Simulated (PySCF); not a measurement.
Geometry (Å), atoms numbered from 1 in this order:
```xyz
17

Si   -0.040   -0.003   -0.020
C    -0.312    0.112    1.810
C    -0.997   -0.794    2.515
H     0.128    0.968    2.339
H    -1.455   -1.666    2.033
H    -1.134   -0.709    3.599
C     1.747   -0.139   -0.496
C     2.398    0.785   -1.211
H     2.298   -1.026   -0.156
H     1.895    1.687   -1.575
H     3.458    0.683   -1.468
N    -0.679    1.398   -0.790
C    -1.251    2.324   -1.289
O    -1.792    3.235   -1.780
N    -0.895   -1.385   -0.591
C    -1.433   -2.290   -1.162
O    -1.963   -3.181   -1.699
```

[PySCF 2.14.0 with density-fitted response routines: PBE0-D3(BJ)/def2-SVP geometry; σ from GIAO-PBE0/pcSseg-1; equivalent nuclei averaged; non-relativistic; single conformer; gas phase]

Shifts are taken against calculated references (same method and geometry level): $^{13}$C (σref 184.41) and $^{1}$H (σref 31.27) and $^{29}$Si (σref 351.99) against TMS; NH3 for $^{15}$N (σref 265.67); $^{17}$O (σref 334.56) vs H2O.

```json
{"atoms": "C2/C7", "nucleus": "$^{13}$C", "count": "2", "δ (ppm)": "139.1"}
{"atoms": "Si1", "nucleus": "$^{29}$Si", "count": "1", "δ (ppm)": "?"}
{"atoms": "C3/C8", "nucleus": "$^{13}$C", "count": "2", "δ (ppm)": "147.7"}
{"atoms": "O14/O17", "nucleus": "$^{17}$O", "count": "2", "δ (ppm)": "142.4"}
{"atoms": "C13/C16", "nucleus": "$^{13}$C", "count": "2", "δ (ppm)": "126.6"}
{"atoms": "H5/H6/H10/H11", "nucleus": "$^{1}$H", "count": "4", "δ (ppm)": "6.51"}
{"atoms": "H4/H9", "nucleus": "$^{1}$H", "count": "2", "δ (ppm)": "6.00"}
{"atoms": "N12/N15", "nucleus": "$^{15}$N", "count": "2", "δ (ppm)": "?"}
```

Question: Estimate the values marked ?.

Answer: 
- Si1: -56.5 ppm, silicon bonded to 2 C, 2 N
- N12/N15: 46.2 ppm, nitrogen bonded to C, Si

Shifts are as computed. Against solution values, carbons near 30 ppm lie about +2 ppm off and those near 130 ppm about +5 ppm (rms about the fit 1.9 ppm; single classes can miss by 10 ppm). Of 1328 compounds with measured shifts, 309 miss one by over three times the rms of a fit or turn the order of signals round; such compounds aren't used in these exercises. Signals without a measured value on file couldn't be tested in this way; 1H shifts scatter by 0.2 ppm about their fit, and single ones miss by 0.5 ppm. Experimental scales use liquid or dissolved standards, which lie at an offset from isolated NH3 (liquid NH3: subtract about 20 ppm) and H2O (liquid H2O: subtract about 36 ppm).
